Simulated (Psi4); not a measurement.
Job for Psi4: SAPT0/jun-cc-pV(D+d)Z on CH6ClN (a complex), monomers drawn apart or pushed together.

```
memory 1800 MB

molecule dimer {
0 1
N     0.27941773    0.08280984    0.00810242
H     0.43855938    0.86483503   -0.61656779
H     0.13857952   -0.73979550   -0.56683603
H    -0.58876023    0.26029502    0.50291554
--
0 1
C     0.52335483    0.14139210    3.72719140
Cl   -1.24459118    0.46643963    3.59139140
H     0.91243612    0.04258897    2.71751216
H     0.97621374    0.97929207    4.24843994
H     0.64999531   -0.77582128    4.29425102
units angstrom
symmetry c1
no_reorient
no_com
}

set {
  basis jun-cc-pV(D+d)Z
  scf_type df
  freeze_core true
}

energy('sapt0')
```

The log:

```
[...]
==> Input File <==

--------------------------------------------------------------------------
memory 1800 MB

molecule dimer {
0 1
N     0.27941773    0.08280984    0.00810242
H     0.43855938    0.86483503   -0.61656779
H     0.13857952   -0.73979550   -0.56683603
H    -0.58876023    0.26029502    0.50291554
--
0 1
C     0.52335483    0.14139210    3.72719140
Cl   -1.24459118    0.46643963    3.59139140
H     0.91243612    0.04258897    2.71751216
H     0.97621374    0.97929207    4.24843994
H     0.64999531   -0.77582128    4.29425102
units angstrom
symmetry c1
no_reorient
no_com
}

set {
  basis jun-cc-pV(D+d)Z
  scf_type df
  freeze_core true
}

energy('sapt0')
--------------------------------------------------------------------------


   => Loading Basis Set <=

    Name: JUN-CC-PV(D+D)Z
    Role: ORBITAL
    Keyword: BASIS
    atoms 1        entry N          line   222 file jun-cc-pv_dpd_z.gbs
    atoms 2-4, 7-9 entry H          line    60 file jun-cc-pv_dpd_z.gbs
    atoms 5        entry C          line   188 file jun-cc-pv_dpd_z.gbs
    atoms 6        entry CL         line   764 file jun-cc-pv_dpd_z.gbs

   => Loading Basis Set <=

    Name: JUN-CC-PV(D+D)Z
    Role: ORBITAL
    Keyword: BASIS
    atoms 1        entry N          line   222 file jun-cc-pv_dpd_z.gbs
    atoms 2-4, 7-9 entry H          line    60 file jun-cc-pv_dpd_z.gbs
    atoms 5        entry C          line   188 file jun-cc-pv_dpd_z.gbs
    atoms 6        entry CL         line   764 file jun-cc-pv_dpd_z.gbs


  //>>>>>>>>>>>>>>>>>>>>>>>>>>>>>>>>>>>//
  //              Dimer HF             //
  //<<<<<<<<<<<<<<<<<<<<<<<<<<<<<<<<<<<//

   => Libint2 <=

    Primary   basis highest AM E, G, H:  7, 6, 3
    Auxiliary basis highest AM E, G, H:  7, 7, 4
    Onebody   basis highest AM E, G, H:  -, -, -
    Solid Harmonics ordering:            Gaussian


   => Loading Basis Set <=

    Name: JUN-CC-PV(D+D)Z
    Role: ORBITAL
    Keyword: BASIS
    atoms 1        entry N          line   222 file jun-cc-pv_dpd_z.gbs
    atoms 2-4, 7-9 entry H          line    60 file jun-cc-pv_dpd_z.gbs
    atoms 5        entry C          line   188 file jun-cc-pv_dpd_z.gbs
    atoms 6        entry CL         line   764 file jun-cc-pv_dpd_z.gbs


         ---------------------------------------------------------
                                   SCF
               by Justin Turney, Rob Parrish, Andy Simmonett
                          and Daniel G. A. Smith
                              RHF Reference
                        1 Threads,   1716 MiB Core
         ---------------------------------------------------------

  ==> Geometry <==

    Molecular point group: c1
    Full point group: C1

    Geometry (in Angstrom), charge = 0, multiplicity = 1:

       Center              X                  Y                   Z               Mass
    ------------   -----------------  -----------------  -----------------  -----------------
         N            0.279417730000     0.082809840000     0.008102420000    14.003074004430
         H            0.438559380000     0.864835030000    -0.616567790000     1.007825032230
         H            0.138579520000    -0.739795500000    -0.566836030000     1.007825032230
         H           -0.588760230000     0.260295020000     0.502915540000     1.007825032230
         C            0.523354830000     0.141392100000     3.727191400000    12.000000000000
         CL          -1.244591180000     0.466439630000     3.591391400000    34.968852682000
         H            0.912436120000     0.042588970000     2.717512160000     1.007825032230
         H            0.976213740000     0.979292070000     4.248439940000     1.007825032230
         H            0.649995310000    -0.775821280000     4.294251020000     1.007825032230

  Running in c1 symmetry.

  Rotational constants: A =      0.41265  B =      0.02417  C =      0.02303 [cm^-1]
  Rotational constants: A =  12370.82265  B =    724.51678  C =    690.50790 [MHz]
  Nuclear repulsion =   98.345494982737236

  Charge       = 0
  Multiplicity = 1
  Electrons    = 36
  Nalpha       = 18
  Nbeta        = 18

  ==> Algorithm <==

  SCF Algorithm Type is DF.
  DIIS enabled.
  MOM disabled.
  Fractional occupation disabled.
  Guess Type is SAD.
  Energy threshold   = 1.00e-08
  Density threshold  = 1.00e-08
  Integral threshold = 1.00e-12

  ==> Primary Basis <==

  Basis Set: JUN-CC-PV(D+D)Z
    Blend: JUN-CC-PV(D+D)Z
    Number of shells: 45
    Number of basis functions: 93
    Number of Cartesian functions: 97
    Spherical Harmonics?: true
    Max angular momentum: 2

   => Loading Basis Set <=

    Name: (JUN-CC-PV(D+D)Z AUX)
    Role: JKFIT
    Keyword: DF_BASIS_SCF
    atoms 1        entry N          line   202 file jun-cc-pvdz-jkfit.gbs
    atoms 2-4, 7-9 entry H          line    70 file jun-cc-pvdz-jkfit.gbs
    atoms 5        entry C          line   146 file jun-cc-pvdz-jkfit.gbs
    atoms 6        entry CL         line   746 file jun-cc-pvdz-jkfit.gbs

  ==> 
[...]
l Energy:  -499.12234781218967

   => Energetics <=

    Nuclear Repulsion Energy =             50.9859725693569672
    One-Electron Energy =                -789.3916410227044480
    Two-Electron Energy =                 239.2833206411578715
    Total Energy =                       -499.1223478121896733

Computation Completed


Properties will be evaluated at   0.000000,   0.000000,   0.000000 [a0]

Properties computed using the SCF density matrix


 Multipole Moments:

 ------------------------------------------------------------------------------------
     Multipole            Electronic (a.u.)      Nuclear  (a.u.)        Total (a.u.)
 ------------------------------------------------------------------------------------

 L = 1.  Multiply by 2.5417464519 to convert [e a0] to [Debye]
 Dipole X            :         30.1498427          -29.2515921            0.8982506
 Dipole Y            :        -17.2177077           17.0526733           -0.1650345
 Dipole Z            :       -178.8399132          178.9136104            0.0736973
 Magnitude           :                                                    0.9162542

 ------------------------------------------------------------------------------------

  Constructing Basis Sets for SAPT...

   => Loading Basis Set <=

    Name: (JUN-CC-PV(D+D)Z AUX)
    Role: RIFIT
    Keyword: DF_BASIS_SAPT
    atoms 1        entry N          line   144 file jun-cc-pvdz-ri.gbs
    atoms 2-4, 7-9 entry H          line    30 file jun-cc-pvdz-ri.gbs
    atoms 5        entry C          line   100 file jun-cc-pvdz-ri.gbs
    atoms 6        entry CL         line   544 file jun-cc-pvdz-ri.gbs

   => Loading Basis Set <=

    Name: (JUN-CC-PV(D+D)Z AUX)
    Role: JKFIT
    Keyword: DF_BASIS_ELST
    atoms 1        entry N          line   202 file jun-cc-pvdz-jkfit.gbs
    atoms 2-4, 7-9 entry H          line    70 file jun-cc-pvdz-jkfit.gbs
    atoms 5        entry C          line   146 file jun-cc-pvdz-jkfit.gbs
    atoms 6        entry CL         line   746 file jun-cc-pvdz-jkfit.gbs


  //>>>>>>>>>>>>>>>>>>>>>>>>>>>>>>>>>>>//
  //               SAPT0               //
  //<<<<<<<<<<<<<<<<<<<<<<<<<<<<<<<<<<<//



        SAPT0
    Ed Hohenstein
     6 June 2009

      Orbital Information
  --------------------------
    NSO        =        93
    NMO        =        93
    NRI        =       299
    NRI (Elst) =       417
    NOCC A     =         5
    NOCC B     =        13
    FOCC A     =         1
    FOCC B     =         6
    NVIR A     =        88
    NVIR B     =        80

    Elst10,r            =    -0.004665109462 [Eh]
    Exch10              =     0.002389039248 [Eh]
    Exch10 (S^2)        =     0.002386223761 [Eh]

    Maxiter = 50
    CPHF R converge = 1.000000E-08

    Iter     Energy [mEh]          dE [mEh]         Residual      Time [s]
       1      -0.34288441       0.342884405     2.977095e-03             0
       2      -0.44677979       0.103895385     9.992576e-04             0
       3      -0.44941331       0.002633517     3.313544e-04             0
       4      -0.44687130      -0.002542005     6.989530e-05             0
       5      -0.44684749      -0.000023811     1.625131e-05             0
       6      -0.44695065       0.000103160     3.244700e-06             0
       7      -0.44692901      -0.000021636     5.783104e-07             0
       8      -0.44693129       0.000002271     9.802688e-08             0
       9      -0.44693119      -0.000000091     2.302350e-08             0
      10      -0.44693116      -0.000000031     4.385445e-09             0

    CHF Iterations converged

    Maxiter = 50
    CPHF R converge = 1.000000E-08

    Iter     Energy [mEh]          dE [mEh]         Residual      Time [s]
       1      -0.33379756       0.333797557     3.627417e-03             0
       2      -0.42709110       0.093293539     1.664900e-03             0
       3      -0.44047991       0.013388815     3.606058e-04             0
       4      -0.43808927      -0.002390643     1.007072e-04             0
       5      -0.43772522      -0.000364050     2.476135e-05             0
       6      -0.43787834       0.000153123     6.854464e-06             0
       7      -0.43788076       0.000002417     1.820230e-06             0
       8      -0.43787415      -0.000006607     4.454829e-07             0
       9      -0.43787436       0.000000207     1.394813e-07             0
      10      -0.43787479       0.000000428     3.418668e-08             0
      11      -0.43787470      -0.000000090     7.793762e-09             0

    CHF Iterations converged

    Ind20,r (A<-B)      =    -0.000446931163 [Eh]
    Ind20,r (B<-A)      =    -0.000437874696 [Eh]
    Ind20,r             =    -0.000884805859 [Eh]
    Exch-Ind20,r (A<-B) =     0.000309535973 [Eh]
    Exch-Ind20,r (B<-A) =     0.000099604709 [Eh]
    Exch-Ind20,r        =     0.000409140682 [Eh]
    Disp20              =    -0.001477277150 [Eh]
    Disp20 (SS)         =    -0.000738638575 [Eh]
    Disp20 (OS)         =    -0.000738638575 [Eh]
    Exch-Disp20         =     0.000148766309 [Eh]
    Exch-Disp20 (SS)    =     0.000081035421 [Eh]
    Exch-Disp20 (OS)    =     0.000067730888 [Eh]

    SAPT Results
  --------------------------------------------------------------------------------------------------------
    Electrostatics                 -4.66510946 [mEh]      -2.92740038 [kcal/mol]     -12.24824321 [kJ/mol]
      Elst10,r                     -4.66510946 [mEh]      -2.92740038 [kcal/mol]     -12.24824321 [kJ/mol]

    Exchange                        2.38903925 [mEh]       1.49914476 [kcal/mol]       6.27242168 [kJ/mol]
      Exch10                        2.38903925 [mEh]       1.49914476 [kcal/mol]       6.27242168 [kJ/mol]
      Exch10(S^2)                   2.38622376 [mEh]       1.49737802 [kcal/mol]       6.26502962 [kJ/mol]

    Induction                      -0.68483000 [mEh]      -0.42973731 [kcal/mol]      -1.79802092 [kJ/mol]
      Ind20,r                      -0.88480586 [mEh]      -0.55522406 [kcal/mol]      -2.32305746 [kJ/mol]
      Exch-Ind20,r                  0.40914068 [mEh]       0.25673965 [kcal/mol]       1.07419871 [kJ/mol]
      delta HF,r (2)               -0.20916482 [mEh]      -0.13125291 [kcal/mol]      -0.54916217 [kJ/mol]

    Dispersion                     -1.32851084 [mEh]      -0.83365314 [kcal/mol]      -3.48800473 [kJ/mol]
      Disp20                       -1.47727715 [mEh]      -0.92700541 [kcal/mol]      -3.87859062 [kJ/mol]
      Exch-Disp20                   0.14876631 [mEh]       0.09335227 [kcal/mol]       0.39058589 [kJ/mol]
      Disp20 (SS)                  -0.73863858 [mEh]      -0.46350270 [kcal/mol]      -1.93929531 [kJ/mol]
      Disp20 (OS)                  -0.73863858 [mEh]      -0.46350270 [kcal/mol]      -1.93929531 [kJ/mol]
      Exch-Disp20 (SS)              0.08103542 [mEh]       0.05085049 [kcal/mol]       0.21275847 [kJ/mol]
      Exch-Disp20 (OS)              0.06773089 [mEh]       0.04250177 [kcal/mol]       0.17782742 [kJ/mol]

  Total HF                         -2.96090021 [mEh]      -1.85799294 [kcal/mol]      -7.77384244 [kJ/mol]
  Total SAPT0                      -4.28941106 [mEh]      -2.69164607 [kcal/mol]     -11.26184718 [kJ/mol]

  Special recipe for scaled SAPT0 (see Manual):
    Electrostatics sSAPT0          -4.66510946 [mEh]      -2.92740038 [kcal/mol]     -12.24824321 [kJ/mol]
    Exchange sSAPT0                 2.38903925 [mEh]       1.49914476 [kcal/mol]       6.27242168 [kJ/mol]
    Induction sSAPT0               -0.68338006 [mEh]      -0.42882746 [kcal/mol]      -1.79421411 [kJ/mol]
    Dispersion sSAPT0              -1.32798363 [mEh]      -0.83332231 [kcal/mol]      -3.48662055 [kJ/mol]
  Total sSAPT0                     -4.28743391 [mEh]      -2.69040540 [kcal/mol]     -11.25665619 [kJ/mol]
  --------------------------------------------------------------------------------------------------------



*** Psi4 exiting successfully. Buy a developer a beer!
```

The run finished.

Cost: roughly 9 core-seconds.
